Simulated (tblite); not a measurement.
Species: C₃H₇FOSi.
Structure used (GFN2-xTB), in Å, numbered top down from 1:
```
atom  x, y, z in Å
F1     2.5969    0.0501    1.6574
C2     2.4785   -0.6231    0.4992
C3     1.4223   -0.4982   -0.2806
C4     0.2416    0.3747    0.0167
O5    -0.9191   -0.2199   -0.4790
Si6   -2.4609    0.2511   -0.3154
H7     3.3420   -1.2411    0.3056
H8     1.3726   -1.0613   -1.1978
H9     0.3846    1.3544   -0.4642
H10    0.1579    0.5421    1.0970
H11   -2.6725    1.5783   -0.9032
H12   -3.0987   -0.8272   -1.0497
H13   -2.8496    0.3205    1.0962
```

All values are computed: GFN2-xTB (tblite) harmonic vibrations without scaling, gas phase. This tight-binding method is rough: wavenumbers can miss measured ones by several per cent, in bad cases by 10 to 20. Modes of hydrogen on silicon can be 10 to 20 % off. One conformer, not necessarily the lowest.

Harmonic wavenumbers (cm⁻¹): 28.2, 42.6, 118.0, 164.0, 219.9, 297.3, 436.1, 598.2, 610.7, 650.5, 742.6, 750.2, 799.2, 838.1, 853.8, 859.3, 972.4, 993.5, 1092.0, 1151.6, 1190.1, 1227.7, 1282.5, 1349.0, 1458.6, 1725.7, 2213.7, 2248.8, 2360.3, 2851.4, 2916.9, 3087.8, 3120.6.

A = 10752, B = 1022, C = 964.4 MHz; mass 106.025 u (most abundant isotopes); point group C1, symmetry number 1.

Q: Zero-point energy?

A: ½Σν̃ = 19626 cm⁻¹ = 234.78 kJ/mol.

Q: What is S at 500 K and 1 bar for an ideal gas of classical rigid rotors and harmonic oscillators?

A: Translation 177.77, rotation 122.80, vibration 159.86: S = 460.4 J/(mol K).

Q: And Cp and H(500 K) − H(0)?

A: Cp = 175.46 J/(mol K), of which vibrations give 142.20 (their classical limit is 33 R = 274.4); H(500 K) − H(0) = 54.57 kJ/mol without the zero-point energy, 37.94 from vibrations.

Q: Blend soft modes into free rotors: weight 1/[1 + (100 cm⁻¹/ν̃)⁴] for the oscillator and the rest for a rotor with moment μB/(μ + B), μ = h/(8π²ν), B = 10⁻⁴⁴ kg m². What vibrational entropy results?

A: 140.50 J/(mol K) in place of 159.86, which changes −T·S at 500 K by +9.68 kJ/mol.

Q: Which modes carry the vibrational entropy at 500 K?

A: 28.2 cm⁻¹: 29.20; 42.6 cm⁻¹: 25.77; 118.0 cm⁻¹: 17.33; 164.0 cm⁻¹: 14.63; 219.9 cm⁻¹: 12.26; 297.3 cm⁻¹: 9.86 J/(mol K); the other 27 give 50.80 together.

Q: What must be added to the electronic energy to get the Gibbs energy at 500 K and 1 bar?

A: ZPE + [H(500 K) − H(0)] − T·S = 234.78 + 54.57 − 230.21 = 59.14 kJ/mol.

Q: How do the functions run with temperature in this model?

A: 
```csv
T (K),S (J/(mol K)),Cp (J/(mol K)),H − H(0) (kJ/mol),G − H(0) (kJ/mol),ln q(vib)
50,243.2,54.3,2.22,-9.94,0.98
100,285.4,68.4,5.30,-23.24,2.24
298.15,383.4,123.7,24.05,-90.26,6.33
373.15,413.5,145.3,34.15,-120.16,7.75
750,540.0,216.4,103.97,-301.01,14.50
1000,606.0,242.4,161.54,-444.50,18.54
```

q(vib) and H(0) count from the zero-point level.

Hindered rotation and anharmonicity are outside this model. Other conformers, if any are populated, would add a mixing term that is left out. The structure is chiral; the term R ln 2 for an equal mix with its mirror image is left out.

Hardware: one thread of an Intel Xeon at 2.50 GHz, shared host. Cost: 0.63 s wall. This covers the Hessian and the dipole derivatives.
